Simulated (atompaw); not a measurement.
An all-electron radial function and its pseudo partner (hydrogen)

Columns: radius, all-electron u(r) and pseudo u(r) of the 1s shell (level -6.33 eV) of hydrogen in the configuration 1s1; PBEsol, scalar-relativistic, PAW (atompaw) scheme, atompaw 4.2.0.5.

| r (bohr) | all-electron | pseudo |
| --- | --- | --- |
| 0.033 | 0.0601 | 0.0487 |
| 0.065 | 0.1145 | 0.0956 |
| 0.098 | 0.1670 | 0.1432 |
| 0.131 | 0.2160 | 0.1897 |
| 0.163 | 0.2602 | 0.2335 |
| 0.196 | 0.3027 | 0.2770 |
| 0.229 | 0.3421 | 0.3185 |
| 0.262 | 0.3786 | 0.3579 |
| 0.294 | 0.4114 | 0.3938 |
| 0.327 | 0.4427 | 0.4284 |
| 0.360 | 0.4716 | 0.4604 |
| 0.392 | 0.4973 | 0.4890 |
| 0.425 | 0.5217 | 0.5160 |
| 0.458 | 0.5440 | 0.5405 |
| 0.490 | 0.5638 | 0.5619 |
| 0.523 | 0.5824 | 0.5817 |
| 0.556 | 0.5993 | 0.5993 |
| 0.588 | 0.6140 | 0.6145 |
| 0.621 | 0.6277 | 0.6284 |
| 0.654 | 0.6400 | 0.6406 |
| 0.687 | 0.6508 | 0.6513 |
| 0.719 | 0.6601 | 0.6605 |
| 0.752 | 0.6685 | 0.6687 |
| 0.785 | 0.6757 | 0.6758 |
| 0.817 | 0.6817 | 0.6817 |
| 0.850 | 0.6869 | 0.6869 |

Question: How many radial nodes do the two functions have?

Answer: The all-electron 1s function has n − l − 1 = 0; the pseudo-wave has 0.

Question: Is the pseudo-wave norm-conserving?

Answer: No, it belongs to a PAW set: the norm inside the radius is not constrained, and the difference is carried by the augmentation charge.
